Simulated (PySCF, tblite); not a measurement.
Isomers of C5H13NOSi. Calculated harmonic vibrations of the isolated species, GFN2-xTB (tblite), most abundant isotopes, no scaling. The method is semi-empirical: single wavenumbers can be off by several per cent or more. Modes of hydrogen on silicon can be 10 to 20 % off. One conformer each.

Electronic energies: PBE0/pcSseg-1 single points on the GFN2-xTB geometries (PySCF, gas phase).

```
                 SMILES  electronic energy, lowest = 0 (kcal/mol)
     CCN(C[SiH3])C(C)=O                                      14.5
        C[SiH2]NCC1COC1                                      32.2
CC(=O)[C@@H](C)CN[SiH3]                                      13.5
     C/C=C/[Si@H](NC)OC                                       0.0
```

Task: How do GFN2-xTB zero-point energies change the relative energies?

Result: 
```json
{"SMILES": "C/C=C/[Si@H](NC)OC", "ZPE (kcal/mol)": "108.2", "of it from modes above 1550 cm⁻¹": "57.5", "electronic (kcal/mol)": "0.0", "with ZPE, lowest = 0 (kcal/mol)": "0.0", "lowest mode (cm⁻¹)": "46", "rings": "0"}
{"SMILES": "CC(=O)[C@@H](C)CN[SiH3]", "ZPE (kcal/mol)": "106.3", "of it from modes above 1550 cm⁻¹": "55.7", "electronic (kcal/mol)": "13.5", "with ZPE, lowest = 0 (kcal/mol)": "11.7", "lowest mode (cm⁻¹)": "26", "rings": "0"}
{"SMILES": "CCN(C[SiH3])C(C)=O", "ZPE (kcal/mol)": "106.4", "of it from modes above 1550 cm⁻¹": "55.3", "electronic (kcal/mol)": "14.5", "with ZPE, lowest = 0 (kcal/mol)": "12.7", "lowest mode (cm⁻¹)": "15", "rings": "0"}
{"SMILES": "C[SiH2]NCC1COC1", "ZPE (kcal/mol)": "108.4", "of it from modes above 1550 cm⁻¹": "53.7", "electronic (kcal/mol)": "32.2", "with ZPE, lowest = 0 (kcal/mol)": "32.5", "lowest mode (cm⁻¹)": "37", "rings": "1"}
```

The zero-point energies span 2.1 kcal/mol, from `CC(=O)[C@@H](C)CN[SiH3]` to `C[SiH2]NCC1COC1`. The order is unchanged.

Task: And how do the electronic energies of GFN2-xTB itself compare?

Result: `C/C=C/[Si@H](NC)OC` 0.0; `CC(=O)[C@@H](C)CN[SiH3]` 2.1; `CCN(C[SiH3])C(C)=O` 3.0; `C[SiH2]NCC1COC1` 19.1 kcal/mol, lowest = 0. Against the energies above, taken from the same isomer `C/C=C/[Si@H](NC)OC`, the largest difference is 13.1 kcal/mol.

Task: What do entropy and thermal enthalpy add at 298.15 K and 1 bar (rigid rotor, harmonic oscillator, one conformer each)?

Result: 
```json
{"SMILES": "C/C=C/[Si@H](NC)OC", "point group": "C1", "symmetry number": "1", "S (cal/(mol K))": "111.9", "H − H(0) (kcal/mol)": "8.48", "ZPE + H − H(0) − TS (kcal/mol)": "83.3"}
{"SMILES": "CC(=O)[C@@H](C)CN[SiH3]", "point group": "C1", "symmetry number": "1", "S (cal/(mol K))": "106.0", "H − H(0) (kcal/mol)": "7.79", "ZPE + H − H(0) − TS (kcal/mol)": "82.5"}
{"SMILES": "C[SiH2]NCC1COC1", "point group": "C1", "symmetry number": "1", "S (cal/(mol K))": "102.9", "H − H(0) (kcal/mol)": "7.25", "ZPE + H − H(0) − TS (kcal/mol)": "85.0"}
```

Not tabulated: `CCN(C[SiH3])C(C)=O` (lowest mode only 15 cm⁻¹).
